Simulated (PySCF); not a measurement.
TaOCl2, SMILES [O]=[Ta]([Cl])[Cl] (connectivity only; charge and spin as stated), neutral, multiplicity 2.

Geometry optimised at B3LYP-D3(BJ)/def2-SVP. The multiplicity is an assumed one; other spin states were not compared. The isomer is the one that the SMILES or the coordinates give; other isomers of the formula were not compared. The def2 effective core potentials stand for the cores of Ta; spin–orbit coupling is left out.

These are TDA-ωB97X/def2-SVPD in PySCF values and carry that method's errors.

Vertical excitations. 

```json
[
 {"state": "root 1", "energy (eV)": "1.15", "λ (nm)": "1082", "f": "0.000", "main pairs": "α HOMO→LUMO 98 %"},
 {"state": "root 2", "energy (eV)": "2.58", "λ (nm)": "480", "f": "0.007", "main pairs": "α HOMO→LUMO+1 93 %"},
 {"state": "root 3", "energy (eV)": "3.95", "λ (nm)": "314", "f": "0.000", "main pairs": "α HOMO→LUMO+3 6 %, β HOMO→LUMO 81 %"},
 {"state": "root 4", "energy (eV)": "4.05", "λ (nm)": "306", "f": "0.001", "main pairs": "α HOMO→LUMO+3 92 %, β HOMO→LUMO 5 %"},
 {"state": "root 5", "energy (eV)": "4.09", "λ (nm)": "303", "f": "0.009", "main pairs": "α HOMO→LUMO+2 95 %"},
 {"state": "root 6", "energy (eV)": "4.28", "λ (nm)": "290", "f": "0.000", "main pairs": "β HOMO−1→LUMO 87 %"},
 {"state": "root 7", "energy (eV)": "4.59", "λ (nm)": "270", "f": "0.009", "main pairs": "β HOMO−2→LUMO 55 %, β HOMO−5→LUMO 42 %"},
 {"state": "root 8", "energy (eV)": "4.89", "λ (nm)": "254", "f": "0.002", "main pairs": "β HOMO−3→LUMO 88 %"},
 {"state": "root 9", "energy (eV)": "5.07", "λ (nm)": "245", "f": "0.001", "main pairs": "α HOMO−1→LUMO 84 %, β HOMO→LUMO+1 6 %"},
 {"state": "root 10", "energy (eV)": "5.12", "λ (nm)": "242", "f": "0.009", "main pairs": "β HOMO−5→LUMO 55 %, β HOMO−2→LUMO 42 %"}
]
```
Unrestricted roots are not spin-pure.
